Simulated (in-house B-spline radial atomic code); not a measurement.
F IV (F3+) is squeezed into an impenetrable sphere of radius R (the orbitals vanish at R). All numbers are computed (scalar-relativistic (X2C) Hartree-Fock, spin-polarised, averaged over the determinants with the given up and down occupations; Fermi nucleus of rms radius 2.8976 fm) with a radial B-spline atomic code at the basis-set limit, not measured.

Energies in eV above the free ion in [He] 2s2 2p2:

```
R (bohr)  highest level (eV)  [He] 2s2 2p2  [He] 2s1 2p3
    9.58                 -88             0         6.982
    5.52                 -88             0         6.982
    4.64                 -88     0.0001307         6.982
    4.59                 -88     0.0001628         6.982
    3.74                 -88      0.006737         6.989
    3.01               -87.9        0.1485         7.123
    2.49               -87.2          1.21         8.122
    2.33               -86.6         2.259         9.104
    1.64               -75.7         29.83         34.65
    1.25               -45.9         124.3         120.6
```

Q: Does [He] 2s1 2p3 fall below [He] 2s2 2p2 under compression?

A: Yes, between R = 1.64 and 1.25 bohr the order changes (near 1.42 bohr by linear interpolation).
